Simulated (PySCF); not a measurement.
Record of a relaxation.

Species: C6H13I.
Numbering: `[CH3:1][CH2:2][CH2:3][CH2:4][CH2:5][CH2:6][I:7]` (hydrogens: H8, H9, H10 on C1; H11, H12 on C2; H13, H14 on C3; H15, H16 on C4; H17, H18 on C5; H19, H20 on C6)

Method: PBE0-D3(BJ)/def2-SVP geometry optimisation, gas phase, def2 core potentials past Kr (PySCF 2.14.0); density fitting, grid level 1; the optimiser is geomeTRIC in internal coordinates, started from a GFN2-xTB structure with every atom displaced at random (about 0.01 Å). The frame can shift and turn from step to step; on so coarse a grid that alone can change the energy by a few meV, and forces under 0.02 eV/Å are noise.

Step 0: E = -14523.7301 eV, largest atomic force 2.299 eV/Å
```
atom  x, y, z in Å  |  force x, y, z in eV/Å
C1     -3.180    0.270   -0.241   -0.727   2.143   0.295
C2     -1.884    0.506    0.480    0.312  -0.382  -0.180
C3     -0.723   -0.087   -0.298    1.260   0.914   1.175
C4      0.657    0.131    0.432   -1.881  -1.025  -0.835
C5      1.790   -0.479   -0.356    0.630   0.924   0.712
C6      3.094   -0.246    0.389   -0.228  -0.952  -0.486
I7      4.791   -1.085   -0.683   -0.089   0.093   0.171
H8     -3.161    0.772   -1.230   -0.092  -0.275   0.153
H9     -3.395   -0.761   -0.361   -0.249  -1.480  -0.293
H10    -4.025    0.723    0.333    0.270  -0.233  -0.328
H11    -1.722    1.578    0.634    0.044   0.277   0.050
H12    -1.925    0.051    1.478    0.024  -0.055   0.227
H13    -0.681    0.385   -1.288    0.047  -0.076  -0.223
H14    -0.887   -1.152   -0.424   -0.057  -0.597  -0.235
H15     0.787    1.189    0.576    0.266   0.955   0.111
H16     0.573   -0.316    1.433    0.119  -0.082   0.114
H17     1.844   -0.001   -1.337   -0.001  -0.055  -0.360
H18     1.614   -1.537   -0.479   -0.051  -0.734  -0.249
H19     3.311    0.801    0.515    0.222   0.758   0.037
H20     3.070   -0.727    1.370    0.179  -0.118   0.141
```

Step 1: E = -14523.8986 eV, largest atomic force 0.455 eV/Å
```
atom  x, y, z in Å  |  force x, y, z in eV/Å
C1     -3.313    0.313   -0.140   -0.009  -0.451  -0.059
C2     -2.005    0.529    0.600    0.013   0.091   0.098
C3     -0.790   -0.063   -0.100   -0.017  -0.131  -0.017
C4      0.515    0.161    0.656   -0.002   0.209   0.007
C5      1.731   -0.417   -0.061   -0.150  -0.190  -0.106
C6      3.007   -0.188    0.709    0.091   0.207   0.079
I7      4.752   -0.980   -0.295   -0.030   0.003   0.016
H8     -3.263    0.718   -1.161   -0.017   0.066  -0.071
H9     -3.550   -0.769   -0.234    0.067   0.305   0.038
H10    -4.158    0.793    0.372   -0.033   0.026   0.030
H11    -1.842    1.613    0.746    0.011  -0.029   0.012
H12    -2.077    0.099    1.615   -0.013   0.025   0.004
H13    -0.708    0.369   -1.115    0.024  -0.021   0.033
H14    -0.949   -1.151   -0.247    0.041   0.119   0.001
H15     0.661    1.251    0.814   -0.021  -0.170  -0.017
H16     0.438   -0.281    1.666   -0.021   0.002  -0.012
H17     1.812    0.034   -1.065    0.022  -0.028   0.013
H18     1.577   -1.502   -0.217    0.055   0.126  -0.017
H19     3.224    0.884    0.848   -0.024  -0.147  -0.015
H20     2.994   -0.673    1.695    0.015  -0.011  -0.017
```

Step 2: E = -14523.9037 eV, largest atomic force 0.091 eV/Å
```
atom  x, y, z in Å  |  force x, y, z in eV/Å
C1     -3.307    0.306   -0.142   -0.020  -0.084  -0.027
C2     -2.004    0.532    0.606    0.006   0.022   0.000
C3     -0.791   -0.062   -0.096   -0.029  -0.029   0.005
C4      0.513    0.162    0.655    0.034   0.041   0.002
C5      1.726   -0.419   -0.066   -0.043  -0.031   0.008
C6      3.003   -0.184    0.708    0.013   0.040   0.024
I7      4.746   -0.975   -0.292    0.020  -0.011  -0.011
H8     -3.259    0.716   -1.164   -0.005   0.021   0.019
H9     -3.536   -0.769   -0.235    0.019   0.049   0.008
H10    -4.158    0.782    0.370   -0.006   0.002  -0.003
H11    -1.843    1.615    0.752    0.005  -0.007  -0.007
H12    -2.080    0.104    1.622   -0.005   0.003  -0.001
H13    -0.706    0.368   -1.110   -0.007   0.003  -0.001
H14    -0.946   -1.146   -0.243   -0.001   0.011  -0.005
H15     0.661    1.246    0.812    0.008  -0.023  -0.001
H16     0.435   -0.280    1.665    0.006  -0.007   0.001
H17     1.811    0.030   -1.070    0.006   0.003   0.000
H18     1.580   -1.501   -0.224    0.013   0.014  -0.002
H19     3.217    0.884    0.846   -0.009  -0.010  -0.004
H20     2.992   -0.671    1.692   -0.004  -0.007  -0.005
```

Step 3: E = -14523.9041 eV, largest atomic force under 0.02 eV/Å
```
atom  x, y, z in Å  |  force x, y, z in eV/Å
C1     -3.309    0.302   -0.142   -0.002   0.011  -0.004
C2     -2.007    0.532    0.607    0.005   0.001   0.002
C3     -0.792   -0.061   -0.094    0.008   0.001   0.012
C4      0.514    0.162    0.655   -0.005  -0.008  -0.006
C5      1.727   -0.419   -0.067   -0.001   0.002   0.000
C6      3.004   -0.181    0.707    0.000  -0.008  -0.002
I7      4.751   -0.971   -0.294   -0.012   0.006   0.006
H8     -3.262    0.718   -1.162   -0.003   0.009   0.010
H9     -3.531   -0.772   -0.238    0.003  -0.018  -0.005
H10    -4.162    0.773    0.370    0.002  -0.005   0.001
H11    -1.847    1.615    0.753    0.002   0.001  -0.008
H12    -2.082    0.104    1.623   -0.003   0.003   0.003
H13    -0.710    0.369   -1.108    0.000   0.003  -0.003
H14    -0.948   -1.145   -0.242    0.000  -0.008  -0.002
H15     0.665    1.245    0.812    0.001   0.010   0.001
H16     0.439   -0.280    1.664   -0.002  -0.003   0.000
H17     1.812    0.030   -1.070    0.000   0.003  -0.003
H18     1.584   -1.501   -0.224    0.000  -0.008   0.001
H19     3.216    0.887    0.845    0.004   0.011  -0.002
H20     2.994   -0.669    1.691    0.003  -0.004  -0.002
```

**Question.** Summarise the path.

**Answer.** The energy falls by 0.1740 eV from step 0 to step 3; nine tenths of that is first reached at step 1. It falls at every step. The largest force goes from 2.299 to under 0.02 eV/Å. Among the bonds C3–C4 changes most, from 1.577 to 1.523 Å; the atoms move by 0.040 Å rms after alignment.

**Question.** Follow the three bonds and two angles with the largest change from start to end.

**Answer.** 
```
step  E above end (eV)  largest force (eV/Å)  C3–C4 (Å)  C1–H9 (Å)  C4–H15 (Å)  H17–C5–H18 (°)  H13–C3–H14 (°)
   0            0.1740                 2.299      1.577      1.060       1.076           109.5           108.9
   1            0.0055                 0.455      1.525      1.112       1.111           106.4           105.8
   2            0.0004                 0.091      1.521      1.104       1.106           106.2           105.7
   3            0.0000            under 0.02      1.523      1.101       1.105           106.2           105.6
```

What follows is the cost of the whole optimisation. The run took 1.9 min of wall time on Arm Neoverse N1, one thread, shared host, and the process peaked at 0.69 GiB of memory.
